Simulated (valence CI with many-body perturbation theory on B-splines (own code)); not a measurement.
## Ta51+: key properties

Level of theory: valence CI with perturbative core correlation (CI+MBPT): four valence electrons over a frozen Dirac-Fock core [Ar], radial functions for each j: 7 s, 7 p, 8 d, 6 f, 4 g, 1 h, with the one-electron correlation potential Σ1 (screened to all orders), the two-electron term Σ2, the three-electron term Σ3, Breit, model QED; selected single and double excitations, second order for the rest, scaled by the run's own slope (own B-spline code, finite nucleus).

No measured spectrum was set against this ion. As an estimate, large intervals hold to a few tenths of a per cent, small ones and those within an open d or f shell to about a per cent. The list stops below the first excitations out of the core. Only levels of the ground parity were solved; by the run's estimate the other parity begins above the list, which can be wrong where configurations are misplaced.

Levels are named by their leading jj configuration (3d3/2^4 stands for four electrons in 3d with j = 3/2), which in mixed levels can hold well under half, so a name can repeat and another be missing.

Rates and lifetimes use the calculated energies. Strong lines usually hold to 10 to 20 %, long lifetimes can be off by a factor of two.

(1) What is the ground level?

(2) How well does LS coupling describe the low levels?

(3) What is the ionisation energy?

Results:

(1) (3d3/2^4) J=0, composition 60 % 3d⁴ ³P + 26 % 3d⁴ ⁵D + 14 % 3d⁴ ¹S.

(2) Among the lowest 20 levels the leading LS term, summed over configurations, holds 48 % on average. For single configurations the figures are 48 % in LS and 97 % in jj coupling. Terms mix most in the J = 4 level at 71.40 eV, where the leading one holds 28 %.

(3) 4745.2 eV; NIST lists 4745 ± 4 eV (theoretical).
